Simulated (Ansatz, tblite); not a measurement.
Spin states of Hg3⁺, each relaxed with PBE/def2-TZVP in Ansatz. Electronic energies in the gas phase.

In the def2 sets Hg takes a core potential; there is no spin–orbit coupling. The xTB rows come from tblite. B3LYP takes the VWN-RPA correlation. Correlated methods freeze no core orbitals; core or outer-core shells of Hg are correlated, in sets that lack core-valence functions. The rows differ in basis, and correlated rows in double-zeta sets carry the largest basis error. The structure comes from a short search, and lower isomers may exist.

Doublet geometry (D∞h within 0.1 Å):

```xyz
3

Hg   -0.002    0.002    0.005
Hg   -1.388    2.168   -1.287
Hg    1.390   -2.169    1.283
```

Quartet geometry (D∞h within 0.1 Å):

Cartesian coordinates in Å:
```
Hg -0.004 0.006 0.002
Hg 0.115 -0.670 3.065
Hg -0.111 0.664 -3.066
```

⟨S²⟩: doublet 0.76 at PBE0/def2-TZVP (pure 0.75), quartet 3.75 at PBE0/def2-TZVP (pure 3.75).

Only these spin states were relaxed.

| level | quartet − doublet (kcal/mol) | lowest of these | remarks |
| --- | --- | --- | --- |
| GFN2-xTB | 205.1 | doublet | – |
| LDA (SPW92)/def2-TZVP | 126.3 | doublet | – |
| r2SCANh/def2-TZVP | 115.0 | doublet | – |
| B3LYP/def2-TZVP | 116.8 | doublet | – |
| PBE0/def2-TZVP | 113.7 | doublet | – |
| ωB97M-V/def2-TZVP | 113.7 | doublet | – |
| RPA@PBE/def2-TZVP | 117.0 | doublet | – |
| CCSD(T)/def2-SVP | 123.1 | doublet | spin-contaminated (⟨S²⟩ 0.83) (doublet) |

The xTB methods have no term that favours high spin, so they put low spin too low.
